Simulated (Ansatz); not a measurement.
## Reading a saddle point

A first-order saddle point of GeH₆O₂, closed shell, PBE0-D4/def2-TZVP, with one imaginary mode of 1235i cm⁻¹:

```xyz
9
angstrom
Ge -0.1209 0.5845 0.9252
H 1.5448 -0.2270 0.5423
H 0.0946 0.1783 2.3979
H -1.6450 0.5485 0.6822
H 0.4230 1.9830 0.6092
H 1.1928 -0.5121 -0.4189
O 0.0824 -0.6065 -0.7204
O -0.5854 -0.5355 -1.9857
H -0.9862 -1.4132 -2.0317
```

Program: Ansatz 0.2.0. Basis: def2-TZVPP and def2-QZVPP. Cores are frozen in the correlated methods. Filled d shells of the heavier atoms are correlated. The def2 sets are not built for correlating such inner shells, so the correlated values are less sure here. Extrapolation: Hartree–Fock as exp(−7.88 √X), correlation as X^−2.97.

Q: Which contacts change along the imaginary mode, and what lies on either side? (A judgement: the text doesn't fix the answer.)

A: Computed: The step is H₂O₂ ([OH][OH]) + GeH₄ → GeH₄O₂ ([OH][O][GeH3]) + H₂, with the molecules in contact on both sides. Shortening one way: Ge1–O7, H2–H6; lengthening the same way: Ge1–H2, H6–O7.
```tsv
pair	one side (Å)	saddle (Å)	other side (Å)
Ge1–O7	3.26	2.04	1.81
H2–H6	3.53	1.06	0.75
Ge1–H2	1.53	1.89	4.02
H6–O7	0.97	1.15	2.61
```

Q: Which side is lower, and how far does the saddle lie above each? (To be estimated.)

A: The calculation gives: The side with Ge1–H2, H6–O7 short is lower by 0.029 eV; the saddle lies 2.117 eV above it and 2.088 eV above the other (CCSD(T) at an estimated basis limit (MP2 extrapolated from triple and quadruple zeta, plus CCSD(T) − MP2 in triple zeta); electronic energies).

The T1 diagnostic stays at or below 0.016.

Labels in which every atom is bracketed show which atoms are joined, not bond orders.

For scale, one of the runs: CCSD(T)/def2-TZVPP, 194 basis functions, launched by `ansatz run in.yaml --threads 4 --pin off --events-out ev --progress --plain --max-ram 9574MiB`. Time: 61 s of wall clock on 4 CPU threads of an Arm Neoverse V1; the host was shared. Peak host memory: 2.3 GiB.
